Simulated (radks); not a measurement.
Effect of the nuclear size on the argon ion Ar3+, [Ne] 3s2 3p3. Method: Dirac Kohn-Sham, BLYP, spin-unpolarised, spherical densities, finite nucleus; open shells are shared between the two j in proportion to 2j + 1; Fermi nuclear charge, rms radius 3.4274 fm; computed with a radial shooting solver on a logarithmic mesh with Libxc functionals. The rms radius is varied about that value; shifts are against it.

rms radius (fm)	total energy shift (eV)	density at nucleus (e/bohr^3)	1s1/2 shift (meV)	2s1/2 shift (meV)
2.8139	-0.00608	4366	-2.55	-0.191
3.208	-0.00231	4353	-0.970	-0.073
3.4274	0	4347	0.000	0.000
3.7701	0.00391	4338	1.64	0.123
4.1026	0.00804	4331	3.38	0.253

Slopes of the eigenvalues against <r^2> in GHz/fm^2, as finite differences over the two radii next to the reference (eigenvalue slopes, not the field-shift constants of lines): 1s1/2 161, 2s1/2 12.1.
